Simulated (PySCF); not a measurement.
Isomers of C7H9BO2. Level of theory: PBE0-D3(BJ)/def2-SVP geometry optimisation, gas phase (PySCF). Energies are electronic, without zero-point or thermal terms, for one conformer each. No frequencies were run at this level. Point groups hold within 0.08 Å.

Problem. Order them by energy at this level, lowest first, and give relative energies in kcal/mol.
A. `[CH2:1]=[CH:2][C:3](=[CH2:4])[C:5]1=[CH:6][CH:7]=[O+:8][BH2-:9][O:10]1` with C1–C2–C3–C4 160°, C2–C3–C5–C6 -31°, C5–C6–C7–O8 13°, C7–O8–B9–O10 -39°, O8–B9–O10–C5 39°, C3–C5–O10–B9 165°
B. `[CH3:1][c:2]1[cH:3][cH:4][c:5]([B:6]([OH:7])[OH:8])[cH:9][cH:10]1` with C5–B6–O7–H 180°, C5–B6–O8–H -1° (4-tolylboronic acid)

Solution. B (0.0), A (94.9).

As drawn, the lower has an O–H bond, which the higher lacks.

```tsv
SMILES	E (Eh)	E rel (kcal/mol)	dipole (D)	point group	A, B, C (MHz)
Cc1ccc(B(O)O)cc1	-446.76574	0.0	1.36	near Cs	3628, 735.6, 614.0
C=CC(=C)C1=CC=[O+][BH2-]O1	-446.61449	94.9	4.93	C1	2507, 1015, 760.5
```

Problem. How do the relative energies change in single points at PBE0/pcSseg-1 (no added dispersion term) on the same geometries?

Solution. 
```
                    SMILES  PBE0-D3(BJ)/def2-SVP (kcal/mol)  PBE0/pcSseg-1 (kcal/mol)  shift
          Cc1ccc(B(O)O)cc1                              0.0                       0.0    0.0
C=CC(=C)C1=CC=[O+][BH2-]O1                             94.9                      95.2   +0.3
```

Each column counts from its own lowest isomer. The order is unchanged; the largest shift is 0.3 kcal/mol.
